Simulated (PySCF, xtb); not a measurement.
C₃H₁₀FNSi, SMILES CC(F)(C)[SiH2]N.

GFN2-xTB in xtb at its own geometry gives an orbital gap of 5.42 eV and a dipole moment of 1.92 D.

Geometry: B3LYP-D3(BJ)/def2-SVP. The structure was generated by enumeration, and PubChem lists no compound with its InChIKey, so it may never have been made. Other conformers were not sampled.

Problem. What does PBE/def2-TZVP (PySCF) give? (An estimate is asked for; the answer gives what the named calculation found.)

Solution. gap 5.43 eV (levels -5.79 and -0.36 eV), dipole 1.61 D.
